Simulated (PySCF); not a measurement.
EPR parameters of C4H8NSSi

Compound: C4H8NSSi (doublet state).
SMILES with atom numbers: `[CH3:1][S:2][Si@H:3]([NH2:4])[C:5]1[CH:6]=[CH:7]1` (hydrogens: H8, H9, H10 on C1; H11 on Si3; H12, H13 on N4; H14 on C6; H15 on C7)

Cartesian coordinates in Å at the GFN2-xTB level; atoms count from 1:
```
atom  x, y, z in Å
C1    -2.7024   -0.8586   -0.5778
S2    -0.9841   -1.3526   -0.8931
Si3    0.0155    0.1146    0.3372
N4    -0.4797    1.6598   -0.2511
C5     1.7871   -0.2823    0.0693
C6     2.7740   -1.3376    0.2567
C7     3.1088   -0.1324    0.6816
H8    -3.3335   -1.4718   -1.2127
H9    -2.8280    0.1909   -0.8239
H10   -2.9452   -1.0328    0.4664
H11   -0.6062    0.0558    1.6669
H12   -0.4824    1.8140   -1.2478
H13   -0.1497    2.4862    0.2192
H14    3.0093   -2.3664    0.1341
H15    3.8121    0.5097    1.1531
```

The hyperfine couplings belong to this conformer and change with its torsions.

Theory: UKS B3LYP, pcH-1 on C H N S Si, non-relativistic, mean-field spin-orbit, GIAO in PySCF 2.14.0. One conformer (not necessarily the lowest) at the GFN2-xTB geometry, without solvent, vibrations or thermal averaging. The geometry wasn't refined by DFT: couplings that depend on bond lengths, twists or pyramidal angles can differ widely from those at the functional's own minimum. Stability of the SCF solution: not tested.

| Item | Value |
| --- | --- |
| g1, g2, g3 | 2.00184, 2.00266, 2.00318 |
| g_iso | 2.00256 |
| Form of g | rhombic: the two nearest values differ by 38 % of g3 − g1 |
| ⟨S²⟩ | 0.7530 (exact 0.7500) |
| HOMO–LUMO gap, α and β orbitals | 3.34, 4.76 eV |
| Basis functions | 275 |

Isotropic coupling and dipolar principal values T1 to T3, in mT; ρ(0) is the spin density at the nucleus (MHz turned into mT with g_iso):

```csv
atom,isotope,a_iso,of which spin–orbit,T1,T2,T3,Mulliken spin population,ρ(0) (bohr⁻³)
C1,13C,-0.01,0.00,-0.01,0.00,0.01,0.00,-0.0002
S2,33S,0.01,0.00,-0.06,-0.03,0.08,0.00,0.0009
Si3,29Si,-1.53,0.00,-0.64,0.22,0.42,0.05,0.0485
N4,14N,0.05,0.00,-0.01,0.00,0.01,0.00,0.0040
C5,13C,6.20,0.00,-2.18,-2.02,4.20,0.75,0.1546
C6,13C,-0.14,0.00,-0.46,-0.26,0.72,0.07,-0.0034
C7,13C,-0.07,0.00,-0.53,-0.33,0.86,0.10,-0.0016
H8,1H,0.00,0.00,-0.02,-0.02,0.04,0.00,0.0000
H9,1H,0.02,0.00,-0.03,-0.02,0.05,0.00,0.0001
H10,1H,0.09,0.00,-0.03,-0.02,0.05,0.00,0.0006
H11,1H,2.65,0.00,-0.13,-0.05,0.17,0.05,0.0166
H12,1H,-0.01,0.00,-0.07,-0.06,0.14,0.00,-0.0001
H13,1H,0.02,0.00,-0.07,-0.05,0.12,0.00,0.0001
H14,1H,-0.45,0.00,-0.26,-0.06,0.32,-0.01,-0.0028
H15,1H,-0.53,0.00,-0.29,-0.06,0.35,-0.01,-0.0033
```

The largest Mulliken spin populations are on C5 (+0.75), C7 (+0.10) and C6 (+0.07). C5 is the only atom above +0.15. The angles at C5 add up to 338.1°, so it is pyramidal.

Under fast tumbling the dipolar parts average out, and these isotropic splittings remain: 1 × 1H (H11, I = 1/2, 2 lines) with 2.65 mT, 2 × 1H (H14/H15, I = 1/2, 3 lines) with 0.49 mT, 1 × 14N (N4, I = 1, 3 lines) with 0.05 mT and 3 × 1H (H8/H9/H10, I = 1/2, 4 lines) with 0.04 mT.

Nuclei that the bonding pattern makes equivalent are averaged, as if the motion that swaps them (rotation, inversion, ring flip) were fast.

The 29Si coupling of Si3 (-43.0 MHz) shows only in satellite lines or after enrichment, since that isotope makes up about 4.7 % of natural silicon.

The 13C coupling of C5 (173.7 MHz) shows only in satellite lines or after enrichment, since that isotope makes up about 1.07 % of natural carbon.
